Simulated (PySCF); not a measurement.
Methyl 3-methyl-2-furoate, C₇H₈O₃.
Bonds: C1–O2, O2–C3, C3–O4 (double), C3–C5, C5–O6 (aromatic), O6–C7 (aromatic), C7–C8 (aromatic), C8–C9 (aromatic), C9–C10, C5–C9 (aromatic). Hydrogens: H11, H12, H13 on C1; H14 on C7; H15 on C8; H16, H17, H18 on C10.

Method: PySCF 2.14.0, PBE0-D3(BJ)/def2-SVP geometry optimisation, gas phase; density fitting, grid level 2; the optimiser is geomeTRIC in internal coordinates, started from a GFN2-xTB structure.

Step 0: E = -13505.5009 eV
```
atom  x, y, z in Å  |  force x, y, z in eV/Å
C1      3.3579   -0.2283    0.3211   -0.466   0.087  -0.039
O2      2.1002    0.4262    0.3090   -0.105  -0.097  -0.031
C3      1.0441   -0.3492    0.0167    0.344   0.214   0.079
O4      1.1254   -1.5314   -0.2254   -0.087   0.058   0.004
C5     -0.2054    0.4011    0.0251   -0.228  -0.184  -0.064
O6     -0.2140    1.7270    0.3054    0.106  -0.035   0.005
C7     -1.4819    2.1306    0.2399   -0.081  -0.250  -0.060
C8     -2.3133    1.0963   -0.0782    0.365   0.169   0.075
C9     -1.4904   -0.0443   -0.2226    0.468  -0.154   0.026
C10    -1.9065   -1.4259   -0.5665    0.112   0.311   0.081
H11     4.0932    0.5328    0.5687    0.230   0.216   0.074
H12     3.5695   -0.6636   -0.6581    0.109  -0.132  -0.224
H13     3.3643   -1.0266    1.0666    0.062  -0.214   0.171
H14    -1.6784    3.1668    0.4358    0.004   0.576   0.123
H15    -3.3768    1.1379   -0.1957   -0.657   0.052  -0.068
H16    -2.9832   -1.4783   -0.7036   -0.394  -0.077  -0.063
H17    -1.6060   -2.1142    0.2212    0.078  -0.326   0.228
H18    -1.4075   -1.7503   -1.4778    0.139  -0.212  -0.318
```

**Question.** Estimate the geometry and energy of step 1. (The exact step hangs on the optimiser's Hessian estimate; all steps are aligned on step 0, rigid shifts and turns removed.)

**Answer.** E = -13505.5328 eV, largest force 0.165 eV/Å
```
atom  x, y, z in Å  |  force x, y, z in eV/Å
C1      3.3542   -0.2289    0.3216    0.104  -0.016   0.007
O2      2.1057    0.4343    0.3134    0.018   0.031   0.007
C3      1.0539   -0.3317    0.0197   -0.136  -0.088  -0.033
O4      1.1255   -1.5143   -0.2267    0.025   0.043   0.012
C5     -0.2078    0.4036    0.0251    0.100   0.066   0.024
O6     -0.2174    1.7309    0.3059   -0.009  -0.037  -0.008
C7     -1.4887    2.1399    0.2410    0.078   0.111   0.032
C8     -2.3163    1.1021   -0.0782   -0.131  -0.036  -0.023
C9     -1.4843   -0.0484   -0.2233   -0.034   0.029   0.004
C10    -1.9056   -1.4335   -0.5674   -0.007  -0.071  -0.017
H11     4.1055    0.5311    0.5705   -0.030  -0.023  -0.008
H12     3.5741   -0.6718   -0.6622   -0.016   0.016   0.020
H13     3.3692   -1.0363    1.0702   -0.013   0.022  -0.015
H14    -1.6630    3.1955    0.4440   -0.009  -0.057  -0.012
H15    -3.3985    1.1450   -0.1978    0.057  -0.007   0.004
H16    -2.9946   -1.4910   -0.7042    0.025   0.002   0.004
H17    -1.6078   -2.1428    0.2196   -0.008   0.012  -0.018
H18    -1.4129   -1.7776   -1.4894   -0.012   0.004   0.019
```

The energy changes by -0.0319 eV. The first-order estimate −F·Δx gives -0.0708 eV and the mean of the old and new forces, exact on a quadratic surface, -0.0321 eV. The step makes an angle of 53° with the force vector and moves no atom by more than 0.034 Å.

The cost below is that of the whole optimisation. Time: 77 s; peak memory 0.82 GiB. Hardware: one thread of an Arm Neoverse V2 (shared host).
